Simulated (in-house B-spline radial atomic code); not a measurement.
Settings and results of a run for neutral selenium. All numbers are computed (scalar-relativistic (X2C) TPSSh, spin-polarised, spherical fractional occupations, exact exchange averaged over the configuration; Fermi nucleus of rms radius 4.14 fm) with a B-spline radial code for spherical atoms, not measured.

Command:
```bash
python run_scf.py task.json out
```
Settings (nuclear radius in fm, mass in u):
```
Z                34
configuration    [Ar] 3d10 4s2 4p4
hamiltonian      x2c
method           tpssh
spin_polarised   True
nucleus          fermi
rms_radius       4.14
atomic_mass      79.91652
speed_of_light   137.035999084
exact_exchange   averaged over the configuration
```

Output (hartree, bohr):
```
 radial grid: 78 intervals, B-splines of order 8, outer radius 50 bohr

 iter        energy (Eh)    residual
    1       -2429.817104    5.31e-02
    2       -2429.820116    1.09e-03
    3       -2429.820129    4.20e-04
    4       -2429.820131    2.09e-04
    5       -2429.820131    2.60e-05
    6       -2429.820131    8.05e-06
    7       -2429.820131    3.06e-06
    8       -2429.820131    7.90e-07
    9       -2429.820131    1.84e-07

 total energy                     -2429.82013
 kinetic                            2487.7207
 electron-nucleus                  -5866.7095
 Hartree                            1037.6510
 exact exchange                       -8.6612
 exchange-correlation                -79.8212

 orbital      occ     eigenvalue          <r>       <r^2>       <1/r>       r_max
 1s up      1.000      -460.5703    0.0436538  0.00257744     35.3406     0.02833
 1s down    1.000      -460.5662    0.0436535  0.00257741     35.3408     0.02833
 2s up      1.000       -59.4623      0.19539   0.0450905     7.77094      0.1642
 2s down    1.000       -59.4609     0.195388   0.0450888     7.77085      0.1642
 2p up      3.000       -52.2324     0.170956   0.0357979     7.48779      0.1315
 2p down    3.000       -52.2289      0.17096   0.0357992     7.48756      0.1315
 3s up      1.000        -8.0369     0.573294    0.378439     2.51072      0.5017
 3s down    1.000        -8.0313     0.573275    0.378338     2.51028      0.5018
 3p up      3.000        -5.7611     0.589357    0.407531      2.3377      0.5002
 3p down    3.000        -5.7544     0.589239    0.407222     2.33754      0.5004
 3d up      5.000        -2.0182     0.631649    0.499652      2.0278      0.4536
 3d down    5.000        -2.0103     0.629242    0.494583     2.03189      0.4536
 4s up      1.000        -0.7011      1.80559      3.7403    0.730969       1.522
 4s down    1.000        -0.6236      1.80513      3.7525     0.73486        1.51
 4p up      3.000        -0.2850      2.26209     6.00777    0.578513       1.797
 4p down    1.000        -0.2221       2.3373     6.49892    0.565556       1.815

 Slater integrals (Eh)
   F0(4s up,4s up)               0.499878
   F0(4s up,4s down)             0.500075
   F0(4s up,4p up)               0.442025
   G1(4s up,4p up)               0.286564
   F0(4s up,4p down)             0.434462
   F0(4s down,4s down)           0.500280
   F0(4s down,4p up)             0.442047
   F0(4s down,4p down)           0.434480
   G1(4s down,4p down)           0.277040
   F0(4p up,4p up)               0.400830
   F2(4p up,4p up)               0.206511
   F0(4p up,4p down)             0.394846
   F2(4p up,4p down)             0.202006
   F0(4p down,4p down)           0.389057
   F2(4p down,4p down)           0.197773
```

Cost of the run: 1.4 s on 1 thread of Arm Neoverse N1, with other jobs on the host.

One-electron X2C: radii and densities carry no picture-change correction, so inner-shell <1/r> comes out high (for 1s by about 2 % at Z = 33, 5 % at 54, 10 % at 75, 30 % at 118) and <r> low.
